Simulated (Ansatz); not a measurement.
CCl, SMILES [C]Cl (connectivity only; charge and spin as stated), neutral, multiplicity 2.

The structure is a stationary point at PBE0-D3(BJ)/def2-TZVPD.

Two levels are set side by side: PBE/def2-TZVPD (Ansatz, an electronic-structure program) and PBE0/def2-TZVPD (Ansatz). Energy differences of separate SCF runs at the same geometry; the states with an electron removed or added have multiplicity 1 and 3. Differences are taken from unrounded values.

```json
[
 {"quantity": "vertical ionisation energy (eV)", "PBE0": "9.29"},
 {"quantity": "vertical electron affinity (eV)", "PBE0": "0.93"}
]
```

### Question
What does PBE give, and how far is it from PBE0? (Estimate from the structure and the level; the computed values follow.)

### Answer

```tsv
quantity	PBE	PBE minus PBE0
vertical ionisation energy (eV)	9.05	-0.24
vertical electron affinity (eV)	0.84	-0.08
```
